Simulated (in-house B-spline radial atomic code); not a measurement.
# Nb: [Kr] 4d4 5s1

All numbers are computed (Dirac-Kohn-Sham HSE06, spherical fractional occupations, exact exchange averaged over the configuration; Fermi nucleus of rms radius 4.324 fm) with a radial B-spline atomic code at the basis-set limit, not measured.

Z_r = [3n² - l(l+1)]/(2<r>); Z_e = n√(-2ε); the last column is Slater's effective charge. Values are occupation-weighted means over j. An effective charge above Z reflects the relativistic contraction of the inner shells.

```json
{"shell": "1s", "electrons": "2", "ε (eV)": "-18874", "<r> (bohr)": "0.03609", "Z_r": "41.56", "Z_e": "37.25", "Slater": "40.70"}
{"shell": "2s", "electrons": "2", "ε (eV)": "-2657.8", "<r> (bohr)": "0.1576", "Z_r": "38.07", "Z_e": "27.95", "Slater": "36.85"}
{"shell": "2p", "electrons": "6", "ε (eV)": "-2372.5", "<r> (bohr)": "0.1376", "Z_r": "36.34", "Z_e": "26.41", "Slater": "36.85"}
{"shell": "3s", "electrons": "2", "ε (eV)": "-451.47", "<r> (bohr)": "0.4421", "Z_r": "30.53", "Z_e": "17.28", "Slater": "29.75"}
{"shell": "3p", "electrons": "6", "ε (eV)": "-357.31", "<r> (bohr)": "0.4449", "Z_r": "28.10", "Z_e": "15.37", "Slater": "29.75"}
{"shell": "3d", "electrons": "10", "ε (eV)": "-202.83", "<r> (bohr)": "0.4328", "Z_r": "24.26", "Z_e": "11.58", "Slater": "19.85"}
{"shell": "4s", "electrons": "2", "ε (eV)": "-61.771", "<r> (bohr)": "1.162", "Z_r": "20.66", "Z_e": "8.52", "Slater": "13.25"}
{"shell": "4p", "electrons": "6", "ε (eV)": "-36.576", "<r> (bohr)": "1.305", "Z_r": "17.62", "Z_e": "6.56", "Slater": "13.25"}
{"shell": "5s", "electrons": "1", "ε (eV)": "-4.2484", "<r> (bohr)": "3.75", "Z_r": "10.00", "Z_e": "2.79", "Slater": "2.80"}
{"shell": "4d", "electrons": "4", "ε (eV)": "-3.7763", "<r> (bohr)": "2.188", "Z_r": "9.60", "Z_e": "2.11", "Slater": "3.95"}
```

The least bound orbital is 4d5/2 at -3.716 eV, while the most diffuse is 5s1/2 (<r> = 3.75 bohr against 2.201 bohr): energy order and size order differ.

Spin-orbit splittings of the orbital energies (j = l + 1/2 above j = l - 1/2 when positive): 2p 95.93 eV, 3p 15.69 eV, 3d 2.912 eV, 4p 2.13 eV, 4d 0.1516 eV.

For the 1s electron the small component carries 2.23 % of the norm, the zero-frequency Breit interaction raises the level by 35.83 eV, self-energy by 19.51 eV, and vacuum polarisation lowers it by 2.215 eV.

The density falls to 0.001 bohr⁻³ at 4.81 bohr; Σ<r²> = 59.453 bohr² gives, by the non-relativistic formula and without the paramagnetism of open shells, a Langevin diamagnetic susceptibility of -47.09×10⁻⁶ cm³/mol.
